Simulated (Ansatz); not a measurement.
Steps of a relaxation of CH$_{5}$BO$_{3}$, SMILES `COB(O)O` with RKS PBE0-D4/def2-TZVP.

```sh
$ ansatz run in.yaml --threads 4 --pin off --events-out ev --progress --plain --max-ram 10444MiB
```

```yaml
crystal:
  periodic: [false, false, false]
  atoms:
    - {symbol: C, position_ang: [-0.895909, -0.717160, -1.042545]}
    - {symbol: O, position_ang: [-0.613219, -0.395318, 0.307342]}
    - {symbol: B, position_ang: [0.473533, 0.369767, 0.652831]}
    - {symbol: O, position_ang: [0.682070, 0.674368, 1.979960]}
    - {symbol: O, position_ang: [1.349236, 0.827533, -0.303312]}
    - {symbol: H, position_ang: [-1.727692, -0.085864, -1.426131]}
    - {symbol: H, position_ang: [-0.014200, -0.570268, -1.700529]}
    - {symbol: H, position_ang: [-1.217343, -1.777941, -1.103143]}
    - {symbol: H, position_ang: [-0.021565, 0.286296, 2.529909]}
    - {symbol: H, position_ang: [2.068190, 1.337387, 0.108618]}
basis:
  gaussian: {orbitals: def2-TZVP}
hamiltonian: {xc: pbe0, dispersion: d4}
relax: {f_tol: 0.005, max_steps: 150}
```

Positions (Å) and forces (eV/Å) along the path, 15 of 36 steps:

```xyz
10
step=1 energy=-7934.6511 eV
C    -0.896   -0.717   -1.043   -0.115   -0.105   -0.506
O    -0.613   -0.395    0.307    0.324    0.219   -0.105
B     0.474    0.370    0.653   -0.124   -0.093   -0.121
O     0.682    0.674    1.980   -0.574   -0.380   -0.041
O     1.349    0.828   -0.303    0.238    0.219    0.638
H    -1.728   -0.086   -1.426    0.449   -0.293    0.276
H    -0.014   -0.570   -1.701   -0.434   -0.070    0.391
H    -1.217   -1.778   -1.103    0.198    0.554    0.118
H    -0.022    0.286    2.530    0.508    0.280   -0.342
H     2.068    1.337    0.109   -0.471   -0.332   -0.307
10
step=4 energy=-7934.6875 eV
C    -0.890   -0.715   -1.046   -0.003    0.000   -0.003
O    -0.614   -0.389    0.300    0.000    0.002    0.001
B     0.463    0.367    0.646    0.005   -0.015   -0.001
O     0.674    0.663    1.966   -0.014   -0.005   -0.019
O     1.336    0.828   -0.297   -0.006    0.007    0.018
H    -1.699   -0.081   -1.421   -0.008    0.007   -0.006
H    -0.013   -0.582   -1.681    0.010    0.000   -0.007
H    -1.214   -1.756   -1.088   -0.005   -0.010    0.001
H    -0.008    0.280    2.522    0.005    0.006    0.028
H     2.047    1.333    0.102    0.016    0.009   -0.014
10
step=5 energy=-7934.6879 eV
C    -0.888   -0.717   -1.047    0.000    0.001    0.006
O    -0.611   -0.397    0.301   -0.005   -0.003   -0.006
B     0.460    0.366    0.648    0.001   -0.001   -0.016
O     0.674    0.662    1.967    0.002    0.002    0.006
O     1.326    0.838   -0.298    0.006    0.002    0.010
H    -1.678   -0.065   -1.428    0.000   -0.003    0.000
H    -0.004   -0.606   -1.678    0.003   -0.001    0.003
H    -1.235   -1.751   -1.089   -0.005    0.002   -0.001
H     0.001    0.275    2.532    0.002   -0.001    0.000
H     2.039    1.345    0.095   -0.005    0.002   -0.001
10
step=6 energy=-7934.6880 eV
C    -0.886   -0.719   -1.047   -0.001    0.002    0.000
O    -0.609   -0.402    0.301    0.001   -0.002   -0.002
B     0.458    0.366    0.648   -0.001   -0.001   -0.014
O     0.675    0.660    1.968    0.005    0.004    0.014
O     1.319    0.845   -0.299    0.001   -0.001   -0.001
H    -1.663   -0.053   -1.435    0.012   -0.008    0.003
H     0.003   -0.627   -1.674   -0.012   -0.004    0.006
H    -1.254   -1.746   -1.088    0.004    0.014    0.001
H     0.008    0.269    2.537    0.000   -0.002   -0.013
H     2.031    1.356    0.092   -0.009   -0.002    0.006
10
step=10 energy=-7934.6865 eV rejected
C    -0.873   -0.732   -1.041   -0.056   -0.048   -0.143
O    -0.588   -0.436    0.309    0.052   -0.041    0.006
B     0.462    0.360    0.649   -0.110    0.170   -0.054
O     0.682    0.652    1.968    0.015   -0.074   -0.003
O     1.275    0.899   -0.309    0.019   -0.066    0.064
H    -1.544    0.028   -1.466    0.104   -0.112    0.061
H     0.039   -0.773   -1.647   -0.119    0.004    0.070
H    -1.376   -1.705   -1.075    0.073    0.150    0.002
H     0.037    0.221    2.533    0.019    0.014    0.016
H     1.970    1.432    0.082    0.003    0.003   -0.020
10
step=11 energy=-7934.6886 eV
C    -0.877   -0.729   -1.046    0.034    0.008    0.052
O    -0.590   -0.433    0.305   -0.030   -0.001    0.017
B     0.455    0.368    0.647   -0.002    0.002    0.044
O     0.677    0.656    1.967    0.044    0.019   -0.041
O     1.286    0.884   -0.305    0.024    0.004   -0.036
H    -1.577    0.006   -1.451   -0.015    0.005   -0.025
H     0.028   -0.730   -1.656    0.000   -0.009   -0.026
H    -1.340   -1.715   -1.079   -0.015   -0.017   -0.025
H     0.030    0.236    2.537   -0.040   -0.027    0.038
H     1.990    1.406    0.084    0.001    0.015    0.002
10
step=12 energy=-7934.6890 eV
C    -0.875   -0.731   -1.044    0.008    0.002    0.006
O    -0.589   -0.434    0.307   -0.014   -0.008    0.005
B     0.454    0.369    0.647    0.001    0.007    0.022
O     0.682    0.651    1.968    0.014    0.005   -0.030
O     1.279    0.892   -0.307    0.008    0.005   -0.008
H    -1.553    0.019   -1.462    0.013   -0.018   -0.004
H     0.035   -0.759   -1.649   -0.022   -0.005   -0.001
H    -1.364   -1.706   -1.077    0.005    0.018   -0.012
H     0.037    0.226    2.536   -0.016   -0.011    0.027
H     1.977    1.424    0.082    0.003    0.005   -0.005
10
step=14 energy=-7934.6894 eV
C    -0.872   -0.734   -1.043   -0.004    0.002   -0.009
O    -0.588   -0.438    0.309   -0.002   -0.013   -0.012
B     0.453    0.370    0.648   -0.001    0.017    0.007
O     0.685    0.647    1.969   -0.008   -0.011   -0.011
O     1.268    0.904   -0.308    0.000   -0.002    0.008
H    -1.524    0.032   -1.472    0.015   -0.013    0.006
H     0.040   -0.793   -1.642   -0.016   -0.001    0.010
H    -1.389   -1.694   -1.075    0.008    0.018    0.002
H     0.046    0.214    2.539    0.007    0.004    0.005
H     1.963    1.441    0.079    0.000   -0.001   -0.006
10
step=20 energy=-7934.6903 eV
C    -0.862   -0.742   -1.042   -0.006   -0.003   -0.014
O    -0.577   -0.460    0.313    0.005    0.004    0.003
B     0.447    0.371    0.650   -0.001   -0.003   -0.005
O     0.690    0.640    1.970    0.000    0.001    0.005
O     1.235    0.935   -0.313   -0.003   -0.001    0.002
H    -1.436    0.074   -1.493    0.012   -0.013    0.006
H     0.052   -0.887   -1.623   -0.014   -0.001    0.007
H    -1.460   -1.654   -1.073    0.008    0.016   -0.001
H     0.072    0.186    2.547    0.002    0.000   -0.004
H     1.922    1.486    0.068   -0.003    0.000    0.001
10
step=27 energy=-7934.6916 eV
C    -0.846   -0.757   -1.040   -0.007   -0.002   -0.020
O    -0.555   -0.492    0.317    0.000   -0.003   -0.004
B     0.439    0.376    0.651    0.011    0.006   -0.001
O     0.704    0.624    1.971   -0.010   -0.006   -0.004
O     1.174    0.997   -0.318   -0.006   -0.003    0.012
H    -1.258    0.128   -1.533    0.013   -0.025    0.010
H     0.049   -1.072   -1.584   -0.025    0.007    0.012
H    -1.585   -1.558   -1.069    0.020    0.023    0.000
H     0.121    0.127    2.550    0.007    0.006   -0.001
H     1.841    1.576    0.058   -0.003   -0.002   -0.003
10
step=29 energy=-7934.6916 eV rejected
C    -0.839   -0.764   -1.040   -0.012   -0.008   -0.036
O    -0.545   -0.505    0.319   -0.007    0.015   -0.010
B     0.434    0.380    0.651    0.041   -0.035    0.001
O     0.710    0.617    1.971   -0.026    0.000   -0.004
O     1.148    1.023   -0.319   -0.015    0.011    0.016
H    -1.179    0.143   -1.549    0.017   -0.051    0.021
H     0.039   -1.150   -1.568   -0.049    0.020    0.023
H    -1.633   -1.511   -1.068    0.042    0.040   -0.003
H     0.143    0.103    2.550    0.011    0.012   -0.005
H     1.806    1.613    0.055   -0.004   -0.003   -0.004
10
step=30 energy=-7934.6918 eV
C    -0.842   -0.761   -1.040   -0.002   -0.001   -0.005
O    -0.549   -0.500    0.318    0.001   -0.001   -0.004
B     0.437    0.376    0.651    0.003    0.004    0.000
O     0.707    0.621    1.971   -0.007   -0.007   -0.004
O     1.159    1.012   -0.318   -0.002   -0.002    0.008
H    -1.213    0.137   -1.542    0.004   -0.008    0.003
H     0.043   -1.116   -1.575   -0.008    0.002    0.004
H    -1.613   -1.531   -1.069    0.006    0.007    0.000
H     0.133    0.114    2.551    0.005    0.005    0.000
H     1.821    1.597    0.056   -0.001   -0.001   -0.003
10
step=33 energy=-7934.6918 eV
C    -0.837   -0.765   -1.040   -0.003   -0.001   -0.004
O    -0.543   -0.508    0.318    0.000    0.006   -0.002
B     0.435    0.378    0.652    0.007   -0.011   -0.003
O     0.710    0.617    1.971   -0.005    0.001    0.001
O     1.143    1.027   -0.319   -0.003    0.003    0.003
H    -1.166    0.144   -1.552    0.003   -0.008    0.003
H     0.035   -1.162   -1.566   -0.007    0.003    0.003
H    -1.640   -1.502   -1.069    0.006    0.006   -0.001
H     0.147    0.101    2.552    0.002    0.002   -0.001
H     1.799    1.620    0.055   -0.001    0.000    0.000
10
step=34 energy=-7934.6916 eV rejected
C    -0.835   -0.767   -1.040   -0.008   -0.007   -0.023
O    -0.539   -0.513    0.319    0.019   -0.011   -0.002
B     0.437    0.375    0.652   -0.046    0.048   -0.005
O     0.712    0.615    1.971    0.014   -0.017    0.005
O     1.132    1.038   -0.318    0.014   -0.018    0.003
H    -1.135    0.149   -1.558    0.009   -0.031    0.015
H     0.029   -1.193   -1.559   -0.030    0.012    0.012
H    -1.658   -1.482   -1.069    0.027    0.023   -0.003
H     0.155    0.092    2.553    0.002    0.002   -0.005
H     1.785    1.635    0.054   -0.002   -0.001    0.002
10
step=36 energy=-7934.6918 eV
C    -0.837   -0.765   -1.040   -0.001   -0.001   -0.002
O    -0.542   -0.509    0.318    0.002    0.001   -0.001
B     0.435    0.377    0.652   -0.002    0.000   -0.001
O     0.711    0.616    1.971    0.000    0.000    0.001
O     1.141    1.029   -0.318    0.000    0.000    0.000
H    -1.160    0.144   -1.553    0.001   -0.003    0.001
H     0.033   -1.168   -1.564   -0.003    0.001    0.001
H    -1.643   -1.498   -1.069    0.002    0.002    0.000
H     0.149    0.099    2.552    0.000    0.000    0.000
H     1.797    1.623    0.055    0.000    0.000    0.001
```

Hardware: 4 threads of an Arm Neoverse V2 on a shared host. Wall time 59 s, peak host memory 0.4 GiB.
